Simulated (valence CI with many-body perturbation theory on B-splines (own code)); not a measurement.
Rb³⁰⁺: fill in the table

Computed by configuration interaction combined with many-body perturbation theory (CI+MBPT): five valence electrons over a frozen Dirac-Fock core [He], radial functions for each j: 9 s, 9 p, 8 d, 6 f, 3 g, 1 h, with the one-electron correlation potential Σ1, the two-electron term Σ2, the three-electron term Σ3, Breit, model QED; selected CI, second order for the rest (own B-spline code, finite nucleus).

The last digits are not significant, and no measured levels were compared; by estimate large intervals hold to a few tenths of a per cent, small ones and those within an open d or f shell to about a per cent. Among the levels kept, up to 1500 cm⁻¹ of a level comes from second order outside the variational space, and about a tenth of that is noise between levels of different J, which matters for small intervals.

```
                          Level  E (× 10³ cm⁻¹)
     (2s^2 2p1/2^2 2p3/2) J=3/2            0.00
     (2s^2 2p1/2 2p3/2^2) J=3/2          436.71
     (2s^2 2p1/2 2p3/2^2) J=5/2          543.97
     (2s^2 2p1/2 2p3/2^2) J=1/2          683.88
           (2s^2 2p3/2^3) J=3/2          1113.0
     (2s 2p1/2^2 2p3/2^2) J=5/2          1483.0
     (2s 2p1/2^2 2p3/2^2) J=3/2               ?
     (2s 2p1/2^2 2p3/2^2) J=1/2          1768.8
   (2s 2p1/2 2p3/2^3) J=3/2 [a]               ?
       (2s 2p1/2 2p3/2^3) J=5/2               ?
       (2s 2p1/2 2p3/2^3) J=1/2          2387.8
   (2s 2p1/2 2p3/2^3) J=3/2 [b]          2476.4
             (2s 2p3/2^4) J=1/2          2955.0
        (2p1/2^2 2p3/2^3) J=3/2               ?
          (2p1/2 2p3/2^4) J=1/2          4165.2
        (2s^2 2p1/2^2 3s) J=1/2               ?
     (2s^2 2p1/2^2 3p1/2) J=1/2           16462
(2s^2 2p1/2 2p3/2 3s) J=3/2 [a]               ?
    (2s^2 2p1/2 2p3/2 3s) J=1/2           16618
     (2s^2 2p1/2^2 3p3/2) J=3/2           16650
```

Levels are named by their leading jj configuration (3d3/2^4 stands for four electrons in 3d with j = 3/2), which in mixed levels can hold well under half, so a name can repeat and another be missing. Letters in brackets count levels of one name in rising energy.

(1) The levels stand in rising order. What does the calculation give for the missing energies?

Answers

(1) (2s 2p1/2^2 2p3/2^2) J=3/2 1761.4; (2s 2p1/2 2p3/2^3) J=3/2 [a] 2096.1; (2s 2p1/2 2p3/2^3) J=5/2 2226.3; (2p1/2^2 2p3/2^3) J=3/2 3644.4; (2s^2 2p1/2^2 3s) J=1/2 16142; (2s^2 2p1/2 2p3/2 3s) J=3/2 [a] 16579.
